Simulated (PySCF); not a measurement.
## Radial density of B²⁺ (boron, charge +2)

BP86, [He] 2s1, 2S determinant. Computed with PySCF 2.14 in def2-TZVP, with no relativity, point nucleus.

| r (bohr) | 4πr²ρ (e/bohr) | 4πr²(ρα − ρβ) |
| --- | --- | --- |
| 0.00489 | 0.02048 | 0.0007 |
| 0.00823 | 0.05622 | 0.0020 |
| 0.0138 | 0.1500 | 0.0054 |
| 0.0233 | 0.3867 | 0.0138 |
| 0.0392 | 0.9335 | 0.0327 |
| 0.0659 | 2.030 | 0.0690 |
| 0.111 | 3.691 | 0.1176 |
| 0.186 | 5.017 | 0.1342 |
| 0.314 | 4.227 | 0.0553 |
| 0.527 | 1.678 | 0.0145 |
| 0.887 | 0.5860 | 0.3911 |
| 1.49 | 0.6710 | 0.6676 |
| 2.51 | 0.1944 | 0.1944 |
| 4.22 | 0.004976 | 0.0050 |
